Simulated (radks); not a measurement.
Question: The palladium ion Pd5+, configuration [Kr] 4d5. All-electron calculation, Dirac Kohn-Sham, BLYP, spin-unpolarised, spherical densities, finite nucleus; open shells are shared between the two j in proportion to 2j + 1; Fermi nuclear charge, rms radius 4.5318 fm. Program: a radial shooting solver on a logarithmic mesh with Libxc functionals. Some entries of the table are withheld. Estimate them.

orbital,occ.,eigenvalue (hartree),<r^2> (bohr^2)
1s1/2,2,(1),0.001371
2s1/2,2,-132.5234,0.02250
2p1/2,2,-123.1512,0.01685
2p3/2,4,-117.2906,0.01818
3s1/2,2,-26.26398,(2)
3p1/2,2,(3),0.1602
3p3/2,4,(4),0.1694
3d3/2,4,-14.99482,0.1507
3d5/2,6,-14.79064,0.1535
4s1/2,2,-5.91860,0.9664
4p1/2,2,-4.74375,(5)
4p3/2,4,-4.56571,(6)
4d3/2,2,(7),1.677
4d5/2,3,(8),1.705

Answer: 
(1) 1s1/2 eigenvalue (hartree): -890.6282
(2) 3s1/2 <r^2> (bohr^2): 0.1645
(3) 3p1/2 eigenvalue (hartree): -22.56604
(4) 3p3/2 eigenvalue (hartree): -21.54331
(5) 4p1/2 <r^2> (bohr^2): 1.099
(6) 4p3/2 <r^2> (bohr^2): 1.158
(7) 4d3/2 eigenvalue (hartree): -2.72830
(8) 4d5/2 eigenvalue (hartree): -2.70336
